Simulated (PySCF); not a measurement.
Job file and geometry (Å, from PBE0-D3(BJ)/def2-SVP) of an NMR shielding run on `InChI=1S/Ti.4H`, GIAO PBE0/pcSseg-1 Ti:pcSseg-2 NMR shielding, non-relativistic, gas phase in PySCF 2.14.0, density-fitted response routines; density fitting, a coarse starting grid and PySCF grid level 2 are the driver's defaults:

```
{"job": {"kind": "nmr", "xc": "PBE0", "basis": {"default": "pcSseg-1", "Ti": "pcSseg-2"}}, "charge": 0, "multiplicity": 1}
Ti    -0.000098    -0.000063     0.000086
H      0.011462    -0.017000     1.684810
H      1.584547     0.010142    -0.571632
H     -0.801931     1.378897    -0.542273
H     -0.793981    -1.371986    -0.570982
```

Q: Write the output of this run.

A: 
```
coarse grid: 17344 points
cycle   1  E = -851.4564306469  dE = -4.001e-01  |g| = 5.634e-01  |ddm| = 1.943e+00
cycle   2  E = -850.5584988943  dE =  8.979e-01  |g| = 2.359e+00  |ddm| = 1.291e+00
cycle   3  E = -851.5264800036  dE = -9.680e-01  |g| = 1.798e-01  |ddm| = 9.160e-01
cycle   4  E = -851.5335582957  dE = -7.078e-03  |g| = 8.450e-03  |ddm| = 1.275e-01
cycle   5  E = -851.5335768179  dE = -1.852e-05  |g| = 5.520e-03  |ddm| = 1.016e-02
cycle   6  E = -851.5335837170  dE = -6.899e-06  |g| = 4.364e-04  |ddm| = 4.507e-03
final grid: 34744 points
cycle   7  E = -851.5335962145  dE =  3.050e-07  |g| = 1.293e-03  |ddm| = 1.340e-03
cycle   8  E = -851.5335937325  dE =  2.482e-06  |g| = 3.699e-03  |ddm| = 2.779e-03
cycle   9  E = -851.5335965717  dE = -2.839e-06  |g| = 3.846e-05  |ddm| = 2.044e-03
cycle  10  E = -851.5335965720  dE = -3.389e-10  |g| = 8.279e-06  |ddm| = 2.554e-05
converged SCF energy = -851.5335965720

GIAO shielding tensors (ppm)
atom      isotropic    diamagn.    paramagn.     s11        s22        s33       span
  0 Ti   -2724.799    1612.445   -4337.244  -2725.861  -2724.656  -2723.878      1.983
  1 H       19.600      28.015      -8.414    -18.914     38.856     38.860     57.774
  2 H       19.598      28.016      -8.418    -18.923     38.857     38.861     57.784
  3 H       19.600      28.015      -8.415    -18.914     38.855     38.859     57.773
  4 H       19.600      28.015      -8.415    -18.917     38.856     38.860     57.777
```

Q: Turn these shieldings into chemical shifts. References, each an isolated molecule treated in the same way: 49Ti (σref -940.31) vs TiCl4; 1H (σref 31.27) against TMS.

A: Averaging equivalent atoms: Ti 0: 1784; H 1/2/3/4: 11.67 ppm. 

Size and cost of the density-fitted run: 93 basis functions, 3.7 s wall time on 1 thread of an Arm Neoverse V1, shared host.
